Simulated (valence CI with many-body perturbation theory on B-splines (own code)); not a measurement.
# Forbidden lines of Tm⁴⁶⁺

Computed by relativistic CI+MBPT: five valence electrons over a frozen Dirac-Fock core [Ar], radial functions for each j: 7 s, 7 p, 8 d, 6 f, 4 g, 1 h, with the one-electron correlation potential Σ1 (screened to all orders), the two-electron term Σ2, the three-electron term Σ3, Breit, model QED; selected single and double excitations, second order for the rest, scaled by the run's own slope (own B-spline code, finite nucleus).

No measured spectrum was set against this ion. As an estimate, large intervals hold to a few tenths of a per cent, small ones and those within an open d or f shell to about a per cent. Among the levels kept, up to 260 cm⁻¹ of a level comes from second order outside the variational space, and about a tenth of that is noise between levels of different J, which matters for small intervals. Only levels of the ground parity were solved; by the run's estimate the other parity begins above the list, which can be wrong where configurations are misplaced.

Lines 1 to 50 of 120 in falling wavelength, among levels below 220.52 eV, chosen from the decays that carry over 1 % of a level's rate. Wavelengths and rates use the calculated energies. Electric multipoles are in the length gauge, E1 and E2 with the static RPA response of the core. Weak lines are less certain than strong ones. Lines between different terms over intervals too small for the method are left out, as are lines whose strength nearly cancels. Branching is blank where the lifetime is uncertain.

Levels are named by their leading jj configuration (3d3/2^4 stands for four electrons in 3d with j = 3/2), which in mixed levels can hold well under half, so a name can repeat and another be missing. Letters in brackets count levels of one name in rising energy.

| λ vac (nm) | Upper | Lower | Type | A (s⁻¹) | Branch % |
| --- | --- | --- | --- | --- | --- |
| 915.8 | (3d3/2^3 3d5/2^2) J=11/2 | (3d3/2^3 3d5/2^2) J=7/2 [a] | E2 | 3.59e-08 |  |
| 262.3 | (3d3/2^3 3d5/2^2) J=9/2 | (3d3/2^3 3d5/2^2) J=11/2 | M1 | 4.98e+02 | 28.5 |
| 203.9 | (3d3/2^3 3d5/2^2) J=9/2 | (3d3/2^3 3d5/2^2) J=7/2 [a] | M1 | 1.19e+03 | 68.1 |
| 162.2 | (3d3/2^3 3d5/2^2) J=5/2 [b] | (3d3/2^3 3d5/2^2) J=3/2 [a] | M1 | 1.91e+03 | 3.4 |
| 121.0 | (3d3/2^3 3d5/2^2) J=1/2 | (3d3/2^3 3d5/2^2) J=3/2 [a] | M1 | 1.37e+04 | 98.5 |
| 112.9 | (3d3/2^3 3d5/2^2) J=7/2 [a] | (3d3/2^3 3d5/2^2) J=5/2 [a] | M1 | 6.62e+03 | 1.2 |
| 91.44 | (3d3/2^3 3d5/2^2) J=7/2 [b] | (3d3/2^3 3d5/2^2) J=7/2 [a] | M1 | 2.97e+03 | 5.9 |
| 78.19 | (3d3/2^2 3d5/2^3) J=7/2 [b] | (3d3/2^2 3d5/2^3) J=7/2 [a] | M1 | 5.03e+03 | 1.0 |
| 77.91 | (3d3/2^3 3d5/2^2) J=3/2 [b] | (3d3/2^3 3d5/2^2) J=1/2 | M1 | 2.74e+03 | 1.7 |
| 76.37 | (3d3/2^2 3d5/2^3) J=1/2 [b] | (3d3/2^2 3d5/2^3) J=3/2 [a] | M1 | 2.35e+04 | 1.6 |
| 69.19 | (3d3/2^2 3d5/2^3) J=9/2 [c] | (3d3/2^2 3d5/2^3) J=9/2 [b] | M1 | 2.04e+04 | 3.6 |
| 66.97 | (3d3/2^3 3d5/2^2) J=3/2 [b] | (3d3/2^3 3d5/2^2) J=5/2 [b] | M1 | 8.37e+03 | 5.2 |
| 61.68 | (3d3/2^3 3d5/2^2) J=5/2 [b] | (3d3/2^3 3d5/2^2) J=5/2 [a] | M1 | 3.92e+04 | 69.3 |
| 56.09 | (3d3/2^2 3d5/2^3) J=3/2 [c] | (3d3/2^2 3d5/2^3) J=1/2 [b] | M1 | 1.38e+04 | 2.3 |
| 49.97 | (3d3/2^2 3d5/2^3) J=1/2 [a] | (3d3/2^3 3d5/2^2) J=3/2 [b] | M1 | 7.60e+04 | 4.4 |
| 47.67 | (3d3/2^2 3d5/2^3) J=3/2 [a] | (3d3/2^3 3d5/2^2) J=3/2 [b] | M1 | 2.59e+04 | 1.0 |
| 47.40 | (3d3/2^3 3d5/2^2) J=3/2 [b] | (3d3/2^3 3d5/2^2) J=3/2 [a] | M1 | 2.21e+04 | 13.6 |
| 47.26 | (3d3/2^2 3d5/2^3) J=3/2 [b] | (3d3/2^2 3d5/2^3) J=5/2 [a] | M1 | 1.24e+04 | 1.8 |
| 45.44 | (3d3/2^2 3d5/2^3) J=5/2 [b] | (3d3/2^3 3d5/2^2) J=3/2 [b] | M1 | 5.11e+04 | 3.7 |
| 44.00 | (3d3/2^2 3d5/2^3) J=3/2 [c] | (3d3/2^2 3d5/2^3) J=5/2 [c] | M1 | 3.38e+04 | 5.7 |
| 35.35 | (3d3/2^2 3d5/2^3) J=9/2 [a] | (3d3/2^3 3d5/2^2) J=7/2 [b] | M1 | 9.71e+04 | 10.5 |
| 34.28 | (3d3/2^2 3d5/2^3) J=5/2 [c] | (3d3/2^3 3d5/2^2) J=3/2 [b] | M1 | 2.71e+05 | 15.2 |
| 33.47 | (3d3/2^2 3d5/2^3) J=7/2 [a] | (3d3/2^3 3d5/2^2) J=5/2 [b] | M1 | 2.05e+05 | 14.8 |
| 33.39 | (3d3/2^2 3d5/2^3) J=5/2 [a] | (3d3/2^3 3d5/2^2) J=3/2 [a] | M1 | 3.22e+04 | 1.2 |
| 33.32 | (3d3/2^2 3d5/2^3) J=3/2 [b] | (3d3/2^3 3d5/2^2) J=3/2 [b] | M1 | 9.26e+03 | 1.3 |
| 32.22 | (3d3/2^2 3d5/2^3) J=5/2 [d] | (3d3/2^2 3d5/2^3) J=5/2 [b] | M1 | 6.14e+04 | 3.0 |
| 32.11 | (3d3/2^2 3d5/2^3) J=5/2 [a] | (3d3/2^3 3d5/2^2) J=7/2 [a] | M1 | 1.90e+05 | 7.4 |
| 32.11 | (3d3/2^3 3d5/2^2) J=3/2 [b] | (3d3/2^3 3d5/2^2) J=5/2 [a] | M1 | 1.82e+04 | 11.2 |
| 31.52 | (3d3/2^3 3d5/2^2) J=5/2 [a] | (3d3/2^4 3d5/2) J=5/2 | M1 | 1.12e+06 | 100.0 |
| 31.19 | (3d3/2^2 3d5/2^3) J=5/2 [d] | (3d3/2^2 3d5/2^3) J=3/2 [a] | M1 | 5.73e+04 | 2.8 |
| 30.93 | (3d3/2^2 3d5/2^3) J=7/2 [a] | (3d3/2^3 3d5/2^2) J=9/2 | M1 | 3.25e+05 | 23.5 |
| 30.77 | (3d3/2 3d5/2^4) J=7/2 [a] | (3d3/2^2 3d5/2^3) J=5/2 [c] | M1 | 1.87e+05 | 6.6 |
| 30.46 | (3d3/2^2 3d5/2^3) J=11/2 | (3d3/2^3 3d5/2^2) J=9/2 | M1 | 1.30e+05 | 13.8 |
| 30.44 | (3d3/2^2 3d5/2^3) J=1/2 [a] | (3d3/2^3 3d5/2^2) J=1/2 | M1 | 5.61e+05 | 32.7 |
| 29.97 | (3d3/2^2 3d5/2^3) J=5/2 [b] | (3d3/2^3 3d5/2^2) J=7/2 [b] | M1 | 1.34e+05 | 9.6 |
| 29.58 | (3d3/2^2 3d5/2^3) J=3/2 [a] | (3d3/2^3 3d5/2^2) J=1/2 | M1 | 1.06e+05 | 4.1 |
| 29.35 | (3d3/2^2 3d5/2^3) J=1/2 [b] | (3d3/2^3 3d5/2^2) J=3/2 [b] | M1 | 1.83e+04 | 1.3 |
| 29.14 | (3d3/2^2 3d5/2^3) J=9/2 [a] | (3d3/2^3 3d5/2^2) J=9/2 | M1 | 9.62e+03 | 1.0 |
| 28.59 | (3d3/2 3d5/2^4) J=3/2 [a] | (3d3/2^2 3d5/2^3) J=5/2 [c] | M1 | 2.54e+05 | 7.1 |
| 28.55 | (3d3/2 3d5/2^4) J=5/2 [a] | (3d3/2^2 3d5/2^3) J=3/2 [a] | M1 | 2.12e+05 | 6.5 |
| 27.98 | (3d3/2 3d5/2^4) J=7/2 [a] | (3d3/2^2 3d5/2^3) J=9/2 [b] | M1 | 2.01e+05 | 7.1 |
| 27.85 | (3d3/2^2 3d5/2^3) J=3/2 [a] | (3d3/2^3 3d5/2^2) J=5/2 [b] | M1 | 4.35e+05 | 16.9 |
| 27.29 | (3d3/2^2 3d5/2^3) J=11/2 | (3d3/2^3 3d5/2^2) J=11/2 | M1 | 8.09e+05 | 86.2 |
| 27.07 | (3d3/2^2 3d5/2^3) J=5/2 [b] | (3d3/2^3 3d5/2^2) J=5/2 [b] | M1 | 5.32e+05 | 38.4 |
| 27.01 | (3d3/2 3d5/2^4) J=11/2 | (3d3/2^2 3d5/2^3) J=9/2 [b] | M1 | 1.85e+05 | 8.1 |
| 26.85 | (3d3/2^2 3d5/2^3) J=7/2 [a] | (3d3/2^3 3d5/2^2) J=7/2 [a] | M1 | 4.94e+05 | 35.8 |
| 26.82 | (3d3/2^2 3d5/2^3) J=9/2 [b] | (3d3/2^3 3d5/2^2) J=7/2 [b] | M1 | 1.49e+05 | 8.6 |
| 26.25 | (3d3/2^2 3d5/2^3) J=5/2 [d] | (3d3/2^2 3d5/2^3) J=7/2 [a] | M1 | 4.14e+05 | 20.4 |
| 26.23 | (3d3/2^2 3d5/2^3) J=9/2 [a] | (3d3/2^3 3d5/2^2) J=11/2 | M1 | 3.27e+05 | 35.2 |
| 25.58 | (3d3/2^2 3d5/2^3) J=7/2 [b] | (3d3/2^3 3d5/2^2) J=7/2 [b] | M1 | 1.57e+05 | 31.3 |
